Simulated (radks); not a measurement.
Spherical quantum dot in the effective-mass picture: electrons in a well V = -V0 / (1 + exp((r - R)/a)) with V0 = 60.2, R = 1.41, a = 0.075, with a point charge +2 (a donor) at the centre, all in effective atomic units (hartree* = m*/eps^2 hartree, bohr* = eps/m* bohr), one dielectric constant everywhere. Method: non-relativistic Kohn-Sham, LDA (Slater exchange, Perdew-Wang correlation), spin-polarised, spherical densities; computed with a radial shooting solver with Libxc functionals. Levels are named by radial order and angular momentum (1s, 1p, 1d, 2s, ...), and open shells are averaged over m.

N = 26, configuration 1s2 1p6 1d10 2s2 1f(up 6, down 0). This is the lowest configuration that the search found. Occupied and some empty levels:

level    occupation  eigenvalue (hartree*)  <r> (bohr*)
1s up             1                -35.304       0.7687
1s down           1                -35.163       0.7608
1p up             3                -33.145       0.9117
1p down           3                -32.960       0.9092
1d up             5                -30.413       0.9782
1d down           5                -30.212       0.9772
2s up             1                -29.294       0.6650
2s down           1                -29.196       0.6700
1f up             6                -26.999        1.026
1f down           0                -26.789        1.026
2p up             0                -23.608       0.7758
2p down           0                -23.499       0.7762
1g up             0                -22.947        1.065
1g down           0                -22.735        1.065
2d up             0                -18.299       0.8594
2d down           0                -18.172       0.8590

Energy (hartree*): total -1108.62, kinetic 177.44, external -1582.2, Hartree 325.61, exchange-correlation -29.502.
